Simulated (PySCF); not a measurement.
Species: C4H10Si.
SMILES with atom numbers: `[CH2:1]1[CH2:2][CH2:3][SiH2:4][CH2:5]1` (hydrogens: H6, H7 on C1; H8, H9 on C2; H10, H11 on C3; H12, H13 on Si4; H14, H15 on C5)

Structure used (PBE0-D3(BJ)/def2-SVP), in Å, numbered top down from 1:
```xyz
15
C4H10Si angstrom
C     -0.817   -0.823   -0.174
C     -0.997    0.643    0.231
C      0.245    1.435   -0.213
Si     1.671    0.213    0.079
C      0.556   -1.308    0.320
H     -1.639   -1.450    0.209
H     -0.859   -0.896   -1.275
H     -1.096    0.701    1.330
H     -1.926    1.065   -0.185
H      0.187    1.666   -1.290
H      0.351    2.395    0.314
H      2.598    0.104   -1.091
H      2.498    0.528    1.287
H      0.902   -2.214   -0.200
H      0.513   -1.552    1.395
```

Computed with PySCF at wB97X-D/def2-SVPD, non-relativistic, on one gas-phase PBE0-D3(BJ)/def2-SVP geometry that isn't relaxed in the solvent. The solvent is an IEF-PCM continuum (Bondi radii, 1.10 Å for H, scaled by 1.2), and excitations are vertical TDDFT with non-equilibrium linear response and a frozen core. The model holds no explicit solvent molecules, cavitation or dispersion.

```tsv
run	E − E(gas) (kJ/mol)	HOMO (eV)	HOMO–LUMO gap (eV)	dipole (D)	lowest singlet (eV)	static polarisability (au)
gas	0.00	-9.95	12.10	0.72	7.83	72.8
P	-3.19	-9.82	12.11	0.97	7.83	101.3
Q	-2.25	-9.85	12.10	0.90	7.83	91.4
```

**Question.** The runs were made in chloroform and water. Which run belongs to which solvent?

**Answer.** P = water, Q = chloroform. The dielectric constants are 4.711 (chloroform), 78.36 (water), and the energy falls further as ε rises. The optical constants n² used for the excitations are 2.09, 1.78 in the same order. In this model the ground state sees the solvent through ε alone.

**Question.** How constant is the ratio of the lowering to (ε − 1)/(2ε + 1)?

**Answer.** 
```json
{"solvent": "chloroform", "(ε − 1)/(2ε + 1)": "0.356", "E − E(gas) (kJ/mol)": "-2.25", "ratio (kJ/mol)": "-6.3", "polarisation term (kJ/mol)": "-2.42"}
{"solvent": "water", "(ε − 1)/(2ε + 1)": "0.490", "E − E(gas) (kJ/mol)": "-3.19", "ratio (kJ/mol)": "-6.5", "polarisation term (kJ/mol)": "-3.54"}
```

The ratio changes by +2.9 % in size from chloroform to water. The polarisation term is half the interaction of the solute with the induced surface charges.

The pairwise dispersion term of wB97X-D wasn't added to the energies; at a given geometry it leaves orbitals and properties as they are.
